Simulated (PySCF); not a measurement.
HCl$_{3}$OZr, charge +1, doublet, at a GFN2-xTB geometry (such geometries of metal compounds can be far from the true shape) (the multiplicity is a formal guess) (all electrons, no relativity); PySCF with R2SCAN/3-21G.

PySCF was given this input:
```python
from pyscf import gto, scf, dft

mol = gto.M(
    atom='''
Zr   -0.360074    0.208236    0.005845
Cl    1.551146    1.231524   -0.735115
Cl    0.514336   -0.636595    1.947641
Cl   -0.153000   -1.700946   -1.243573
O    -1.919354    1.109991    0.031159
H    -2.754422    1.592923    0.044715
''',
    basis='3-21g',
    charge=1,
    spin=1,
    verbose=4,
)

mf = dft.UKS(mol)
mf.xc = 'r2scan'
mf.conv_tol = 1e-11
mf.kernel()
mf.analyze()
```

Task: Write the output that PySCF gives for this input, abridged.

Result: 
```
PySCF version 2.14.0

[INPUT] verbose = 4
[INPUT] num. atoms = 6
[INPUT] num. electrons = 99
[INPUT] charge = 1
[INPUT] spin (= nelec alpha-beta = 2S) = 1
[INPUT] symmetry False subgroup None
[INPUT] Mole.unit = angstrom
[INPUT] Symbol           X                Y                Z      unit          X                Y                Z       unit  Magmom
[...]
nuclear repulsion = 777.868286041161
number of shells = 42
number of NR pGTOs = 180
number of NR cGTOs = 86
basis = 3-21g
ecp = {}

******** <class 'pyscf.dft.uks.UKS'> ********
method = UKS
initial guess = minao
damping factor = 0
level_shift factor = 0
DIIS = <class 'pyscf.scf.diis.CDIIS'>
diis_start_cycle = 1
diis_space = 8
diis_damp = 0
SCF conv_tol = 1e-11
SCF conv_tol_grad = None
SCF max_cycles = 50
direct_scf = True
direct_scf_tol = 1e-13
number electrons alpha = 50  beta = 49
XC library pyscf.dft.libxc version 7.1.2
    S. Lehtola, C. Steigemann, M. J. T. Oliveira, and M. A. L. Marques,  SoftwareX 7, 1–5 (2018)
XC functionals = r2scan
    J. W. Furness, A. D. Kaplan, J. Ning, J. P. Perdew, and J. Sun,  J. Phys. Chem. Lett. 11, 8208–8215 (2020)
    J. W. Furness, A. D. Kaplan, J. Ning, J. P. Perdew, and J. Sun,  J. Phys. Chem. Lett. 11, 9248–9248 (2020)
    J. W. Furness, A. D. Kaplan, J. Ning, J. P. Perdew, and J. Sun,  J. Phys. Chem. Lett. 11, 8208–8215 (2020)
    J. W. Furness, A. D. Kaplan, J. Ning, J. P. Perdew, and J. Sun,  J. Phys. Chem. Lett. 11, 9248–9248 (2020)
radial grids:
    Treutler-Ahlrichs [JCP 102, 346 (1995); DOI:10.1063/1.469408] (M4) radial grids

becke partition: Becke, JCP 88, 2547 (1988); DOI:10.1063/1.454033
pruning grids: <function nwchem_prune>
grids dens level: 3
symmetrized grids: False
atomic radii adjust function: <function treutler_atomic_radii_adjust>
small_rho_cutoff = 0
Set gradient conv threshold to 3.16228e-06
tot grids = 102920
init E= -4968.3401880795

cycle= 1 E= -4973.0136628545  delta_E= -4.67  |g|= 0.508  |ddm|= 2.22

cycle= 2 E= -4970.65423911783  delta_E= 2.36  |g|= 2.13  |ddm|= 1.71
cycle= 3 E= -4973.09322664811  delta_E= -2.44  |g|= 0.138  |ddm|= 1.63
cycle= 4 E= -4972.97448628846  delta_E= 0.119  |g|= 0.432  |ddm|= 1.13
cycle= 5 E= -4973.09933606496  delta_E= -0.125  |g|= 0.105  |ddm|=  1.1
cycle= 6 E= -4973.08638576218  delta_E= 0.013  |g|= 0.157  |ddm|= 0.663
cycle= 7 E= -4973.1082551847  delta_E= -0.0219  |g|= 0.0358  |ddm|= 0.488
cycle= 8 E= -4973.10655448375  delta_E= 0.0017  |g|= 0.0542  |ddm|= 0.186
cycle= 9 E= -4973.10895559823  delta_E= -0.0024  |g|= 0.0176  |ddm|= 0.184
cycle= 10 E= -4973.1092321764  delta_E= -0.000277  |g|= 0.00324  |ddm|= 0.0404
cycle= 11 E= -4973.10923968521  delta_E= -7.51e-06  |g|= 0.00106  |ddm|= 0.0144
cycle= 12 E= -4973.10924063604  delta_E= -9.51e-07  |g|= 0.000319  |ddm|= 0.00147
cycle= 13 E= -4973.10924071992  delta_E= -8.39e-08  |g|= 8.56e-05  |ddm|= 0.000593
cycle= 14 E= -4973.1092407264  delta_E= -6.48e-09  |g|= 1.8e-05  |ddm|= 0.000224
cycle= 15 E= -4973.10924072657  delta_E= -1.7e-10  |g|= 1.55e-05  |ddm|= 6.37e-05
cycle= 16 E= -4973.10924072675  delta_E= -1.74e-10  |g|= 7.46e-06  |ddm|= 5.72e-05
cycle= 17 E= -4973.10924072677  delta_E= -1.82e-11  |g|= 1.37e-06  |ddm|= 1.52e-05
cycle= 18 E= -4973.10924072677  delta_E= -1.82e-12  |g|= 6.38e-07  |ddm|= 4.48e-06
Extra cycle  E= -4973.10924072676  delta_E= 1.18e-11  |g|= 4.55e-06  |ddm|= 1.4e-05
converged SCF energy = -4973.10924072676  <S^2> = 0.75737246  2S+1 = 2.0073589
**** SCF Summaries ****
Total Energy =                       -4973.109240726755161
Nuclear Repulsion Energy =             777.868286041161468
One-electron Energy =                -8402.175358559108645
Two-electron Energy =                 2651.197831791191675
Two-electron Coulomb Energy =         2856.277420070528933
DFT Exchange-Correlation Energy =     -205.079588279337258
**** MO energy ****
                             alpha | beta                alpha | beta
[...]
To work with the spin densities directly, `use mulliken_meta_spin()` only printing them here.

 ** Mulliken spin pop alpha/beta on meta-lowdin orthogonal AOs **
 ** Mulliken Spin Density (per AO)  **
spin_pop of  0 Zr 1s       -0.00000
spin_pop of  0 Zr 2s       -0.00000
spin_pop of  0 Zr 3s       -0.00000
spin_pop of  0 Zr 4s        0.00000
spin_pop of  0 Zr 5s       -0.00604
spin_pop of  0 Zr 6s       -0.00024
spin_pop of  0 Zr 2px      -0.00000
spin_pop of  0 Zr 2py      -0.00000
spin_pop of  0 Zr 2pz      -0.00000
spin_pop of  0 Zr 3px      -0.00000
spin_pop of  0 Zr 3py      -0.00000
spin_pop of  0 Zr 3pz      -0.00000
spin_pop of  0 Zr 4px      -0.00001
spin_pop of  0 Zr 4py      -0.00000
spin_pop of  0 Zr 4pz      -0.00000
spin_pop of  0 Zr 5px      -0.00075
spin_pop of  0 Zr 5py      -0.00127
spin_pop of  0 Zr 5pz      -0.00153
spin_pop of  0 Zr 6px      -0.00001
spin_pop of  0 Zr 6py      -0.00003
spin_pop of  0 Zr 6pz      -0.00003
spin_pop of  0 Zr 3dxy      0.00000
spin_pop of  0 Zr 3dyz      0.00000
spin_pop of  0 Zr 3dz^2     0.00000
spin_pop of  0 Zr 3dxz      0.00000
spin_pop of  0 Zr 3dx2-y2    0.00000
spin_pop of  0 Zr 4dxy     -0.01190
spin_pop of  0 Zr 4dyz     -0.02528
spin_pop of  0 Zr 4dz^2    -0.02759
spin_pop of  0 Zr 4dxz     -0.01888
spin_pop of  0 Zr 4dx2-y2   -0.01288
spin_pop of  0 Zr 5dxy     -0.00008
spin_pop of  0 Zr 5dyz     -0.00008
spin_pop of  0 Zr 5dz^2    -0.00006
spin_pop of  0 Zr 5dxz     -0.00003
spin_pop of  0 Zr 5dx2-y2   -0.00005
spin_pop of  1 Cl 1s       -0.00000
spin_pop of  1 Cl 2s       -0.00000
spin_pop of  1 Cl 3s        0.00113
spin_pop of  1 Cl 4s       -0.00018
spin_pop of  1 Cl 2px       0.00000
spin_pop of  1 Cl 2py       0.00000
spin_pop of  1 Cl 2pz       0.00002
spin_pop of  1 Cl 3px       0.02032
spin_pop of  1 Cl 3py       0.03873
spin_pop of  1 Cl 3pz       0.30953
spin_pop of  1 Cl 4px       0.00005
spin_pop of  1 Cl 4py       0.00012
spin_pop of  1 Cl 4pz       0.00028
spin_pop of  2 Cl 1s       -0.00000
spin_pop of  2 Cl 2s       -0.00000
spin_pop of  2 Cl 3s        0.00113
spin_pop of  2 Cl 4s       -0.00018
spin_pop of  2 Cl 2px       0.00001
spin_pop of  2 Cl 2py       0.00002
spin_pop of  2 Cl 2pz       0.00000
spin_pop of  2 Cl 3px       0.09180
spin_pop of  2 Cl 3py       0.26220
spin_pop of  2 Cl 3pz       0.01466
spin_pop of  2 Cl 4px       0.00013
spin_pop of  2 Cl 4py       0.00024
spin_pop of  2 Cl 4pz       0.00008
spin_pop of  3 Cl 1s       -0.00000
spin_pop of  3 Cl 2s       -0.00000
spin_pop of  3 Cl 3s        0.00113
spin_pop of  3 Cl 4s       -0.00018
spin_pop of  3 Cl 2px       0.00000
spin_pop of  3 Cl 2py       0.00001
spin_pop of  3 Cl 2pz       0.00002
spin_pop of  3 Cl 3px       0.03637
spin_pop of  3 Cl 3py       0.11137
spin_pop of  3 Cl 3pz       0.22090
spin_pop of  3 Cl 4px       0.00011
spin_pop of  3 Cl 4py       0.00012
spin_pop of  3 Cl 4pz       0.00022
spin_pop of  4 O 1s        0.00000
spin_pop of  4 O 2s       -0.00042
spin_pop of  4 O 3s       -0.00006
spin_pop of  4 O 2px      -0.00041
spin_pop of  4 O 2py      -0.00099
spin_pop of  4 O 2pz      -0.00129
spin_pop of  4 O 3px      -0.00005
spin_pop of  4 O 3py      -0.00005
spin_pop of  4 O 3pz      -0.00005
spin_pop of  5 H 1s       -0.00006
spin_pop of  5 H 2s       -0.00000
 ** Mulliken Spin Density (per atom)  **
spin density of  0 Zr =     -0.10674
spin density of  1 Cl =      0.36999
spin density of  2 Cl =      0.37008
spin density of  3 Cl =      0.37005
spin density of  4 O =     -0.00332
spin density of  5 H =     -0.00006
 ** Mulliken pop alpha/beta on meta-lowdin orthogonal AOs **
 ** Mulliken pop       alpha | beta **
In total            50.00000 | 49.00000
 ** Mulliken atomic charges   ( Nelec_alpha | Nelec_beta ) **
charge of  0Zr =      0.94094  (    19.47616     19.58290 )
charge of  1Cl =      0.01869  (     8.67565      8.30566 )
charge of  2Cl =      0.01874  (     8.67567      8.30559 )
charge of  3Cl =      0.01872  (     8.67566      8.30561 )
charge of  4O =     -0.38043  (     4.18855      4.19187 )
charge of  5H =      0.38332  (     0.30831      0.30837 )

WARN: System has nonzero charge 1; the dipole moment is origin-dependent.
Location of origin: [0. 0. 0.]

Dipole moment(X, Y, Z, Debye): -3.83706,  2.21889,  0.06257
```
